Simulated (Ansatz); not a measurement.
Total energies of [In(OH)4]- (InO₄H₄⁻) from Ansatz at PBE0-D4/def2-TZVPD, gas phase (1 Eh = 27.2114 eV = 2625.5 kJ/mol). The reference geometry is relaxed at PBE0-D4/def2-SVPD.

| state | geometry | energy (Eh) |
| --- | --- | --- |
| charge -1 singlet | reference | -493.40713 |
| charge 0 doublet | reference | -493.22160 |
| charge 0 doublet | relaxed at PBE0-D4/def2-SVPD | -493.24286 |

In the def2 sets In takes a core potential; there is no spin–orbit coupling.

Work out the vertical ionisation energy to the doublet.

E(charge 0 doublet) − E(charge -1 singlet) = -493.22160 − (-493.40713) = 0.18553 Eh = 5.05 eV. For comparison, −ε of the highest occupied level is 3.23 eV at this level, 1.82 eV less.

How much does the charge 0 doublet relax, and what is the adiabatic ionisation energy?

Relaxation: -493.22160 − (-493.24286) = 0.02126 Eh = 0.58 eV. Adiabatic ionisation energy: 0.16427 Eh = 4.47 eV, without zero-point energy.
